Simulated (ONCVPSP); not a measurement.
# selenium (Se), ONCV: configuration errors across variants

```json
{
 "Element": "selenium (Se)",
 "Generator": "ONCVPSP 4.0.1",
 "Type": "optimised norm-conserving Vanderbilt (ONCV)",
 "Functional": "PBE",
 "Relativity": "fully relativistic",
 "Frozen core": "[Ne]",
 "Valence charge": "24",
 "Reference configuration": "3s2 3p6 3d10 4s2 4p4",
 "Partial waves": "3s+4s: rc 0.80 bohr, ncon 5, nbas 10, qcut 12.9 1/bohr, 2 projectors; 3p+4p: rc 0.95 bohr, ncon 4, nbas 9, qcut 15.5 1/bohr, 2 projectors; 3d: rc 0.55 bohr, ncon 4, nbas 9, qcut 20.8 1/bohr, 3 projectors, debl 3.8 Ha; f scattering state at 0.29 Ha: rc 1.00 bohr, ncon 3, nbas 6, qcut 12.1 1/bohr, 3 projectors, debl 3.9 Ha",
 "Local potential": "polynomial inside 0.55 bohr (lpopt 5, dvloc0 0 Ha)",
 "Core correction": "Teter function, fcfact 4, rcfact 1.45"
}
```

Open shells are filled in proportion to 2j + 1.

All-electron excitation energies from the reference (eV): (1) 3s2 3p6 3d10 4s2 4p3 10.849; (2) 3s2 3p6 3d10 4s2 4p2 31.203; (3) 3s2 3p6 3d10 4s2 4p1 62.077; (4) 3s2 3p6 3d9 4s2 4p5 51.657.

3 further variants failed, have other tests or another functional or relativity, and are left out.

Errors AE − PS in meV (a dash: test not solved or not reliable):

```csv
change,(1),(2),(3),(4),bound ghosts,GHOST(+) flags above zero
base,+1.2,+3.1,+6.0,+22,none,"d5/2, d3/2"
"core correction Teter function, fcfact 2.9, rcfact 1.45",+1.2,+3.1,+6.0,+22,none,"d5/2, d3/2"
d: nproj 1,+1.2,+3.1,+6.0,+25,none,none
f: qcut 11.2,+1.2,+3.1,+6.0,+22,none,"d5/2, d3/2"
```

(1) Give the same row for: core correction Teter function, fcfact 4, rcfact 1.12.

Results:

(1) +1.2, +3.1, +6.0, +23; bound ghosts: none; GHOST(+) flags above zero: d5/2, d3/2.
